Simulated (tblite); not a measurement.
A tight-binding relaxation on `C/C=C\P(C)C[SiH3]`.

Computed with GFN2-xTB geometry optimisation, gas phase (tblite 0.8.0). Start geometry: from a force field or distance geometry. A driver script takes a list of jobs; this job's settings line and coordinates (Å) are shown.

Command:
```bash
OMP_NUM_THREADS=1 python probes_run.py task.json out
```

Input:
```
{"job": {"kind": "relax", "xc": "GFN2-xTB", "basis": "xTB"}, "charge": 0, "multiplicity": 1}
C     -2.352200    -1.524000     0.156800
C     -1.897100    -0.829700    -1.090900
C     -0.875900     0.009700    -1.117400
P      0.088900     0.475100     0.359000
C     -0.637600     2.081800     0.979200
C      1.863100     0.646100    -0.101200
Si     2.871000    -0.884200     0.137000
H     -2.011500    -0.963600     1.082400
H     -2.018400    -2.558800     0.237100
H     -3.474700    -1.521700     0.122000
H     -2.440600    -1.069000    -2.004500
H     -0.606500     0.473400    -2.071800
H     -1.145400     2.606300     0.141900
H      0.116100     2.723900     1.435600
H     -1.482400     1.831500     1.679900
H      1.966600     0.978500    -1.140400
H      2.344100     1.444700     0.541300
H      2.366200    -1.796800     1.174400
H      3.087000    -1.637400    -1.116200
H      4.234100    -0.475100     0.592900
```

Output:
```
step      E/eV     max force
  0    -585.24037    2.948
  1    -585.53416    1.763
  2    -585.64128    0.791
  3    -585.68866    0.607
  4    -585.72396    0.464
  5    -585.75292    0.504
  6    -585.78152    0.439
  7    -585.81389    0.424
  8    -585.84475    0.394
  9    -585.87376    0.500
... (116 lines left out)
126    -586.16432    0.014
127    -586.16436    0.014
128    -586.16440    0.014
129    -586.16444    0.013
130    -586.16449    0.013
131    -586.16453    0.017
132    -586.16459    0.021
133    -586.16465    0.018
134    -586.16470    0.011
135    -586.16473    0.010
```

«max force» is the largest atomic force in eV/Å.

**Question.** From which step on does the largest force stay under 0.1 eV/Å, and how much energy is left to gain from there?

**Answer.** From step 70 (0.085 eV/Å), 13.7 meV above the end.

In short: energy lowered by 21.3 kcal/mol over 135 steps; largest atomic force 0.010 eV/Å at the end.
Labels such as C1 count atoms from 1, the log's own numbers from 0.
